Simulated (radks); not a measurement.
Values are calculated unless marked as measured or tabulated.
Spherical quantum dot in the effective-mass picture: electrons in a hard-walled sphere of radius 1.54, with a point charge +1 (a donor) at the centre, all in effective atomic units (hartree* = m*/eps^2 hartree, bohr* = eps/m* bohr), one dielectric constant everywhere. Level of theory: non-relativistic Kohn-Sham, exchange-only LDA, spin-polarised, spherical densities (a radial shooting solver with Libxc functionals). Levels are named by radial order and angular momentum (1s, 1p, 1d, 2s, ...), and open shells are averaged over m. Results are scaled to m* = 0.219 and eps = 9.6, for which hartree* = 64.66 meV and bohr* = 2.32 nm.

N = 2, configuration 1s2. This is the lowest configuration that the search found. Occupied and some empty levels:

level  occupation  eigenvalue (meV)  <r> (nm)
1s              2            139.38     1.671
1p              0            298.71     2.091
1d              0            480.17     2.305
2s              0            516.48     1.782

Energy (meV): total 141.127, kinetic 278.77, external -229.33, Hartree 160.61, exchange-correlation -68.925.
